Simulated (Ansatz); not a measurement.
`[CH3][SnH]([CH3])[NH2]` + H–F → `[CH3][SnH]([NH2])[F]` + CH₄ at 500 K and 1 bar (ligand exchange at the Sn–C bond).

Calculated with Ansatz (gas phase, PBE0-D4/def2-TZVP geometries, no zero-point term in ΔE). CCSD(T)/CBS adds triple-zeta CCSD(T) − MP2 to the extrapolated MP2 energy (def2 sets, frozen cores). This one scheme is used for every species. def2 core potentials past Kr. For Sn outer-core shells are correlated without core-valence functions, which leaves a few kJ/mol of doubt a bond. One conformer a species, not always the lowest.

| species | CCSD(T)/CBS energy (Eh) | H − E (kJ/mol) | S (J/(mol·K)) |
| --- | --- | --- | --- |
| `[CH3][SnH]([CH3])[NH2]` | -350.26218 | 328.2 | 459.8 |
| H–F | -100.39570 | 39.4 | 188.7 |
| `[CH3][SnH]([NH2])[F]` | -410.22990 | 231.9 | 429.6 |
| CH₄ | -40.46206 | 135.6 | 206.8 |

H − E and S are ideal-gas, rigid-rotor, harmonic terms from PBE0-D4/def2-TZVP, for one conformer and one mirror image of each species. 1 Eh = 2625.50 kJ/mol, R = 8.31446 J/(mol·K).

Q: By hand: ΔE, ΔH, ΔS and ΔG.

A: ΔE = (-410.22990) + (-40.46206) − (-350.26218) − (-100.39570) = -0.03408 Eh = -89.5 kJ/mol. Δ(H − E) = 231.9 + 135.6 − 328.2 − 39.4 = -0.1, so ΔH = -89.6 kJ/mol. ΔS = 429.6 + 206.8 − 459.8 − 188.7 = -12.1 J/(mol·K). ΔG = -89.6 − 500 × (-12.1)/1000 = -83.5 kJ/mol.

Q: By hand: the equilibrium constant, and the temperature at which ΔG would vanish if ΔH and ΔS stayed fixed.

A: log₁₀ K = −ΔG/(RT ln 10) = 8.7. ΔG = 0 at ΔH/ΔS = 7405 K, far beyond where these terms or the molecules hold.

The number of gas molecules stays the same, so ΔS is small and ΔH decides. A doubt of 5 kJ/mol in ΔE shifts log₁₀ K by 0.5 here. Other conformers and mirror images would add mixing entropy, several J/(mol·K) or more a flexible species. These are equilibria of isolated gas molecules and say nothing of rates. Largest T1 diagnostic: 0.013 (customary marks: 0.02 for closed shells, 0.045 for open ones).
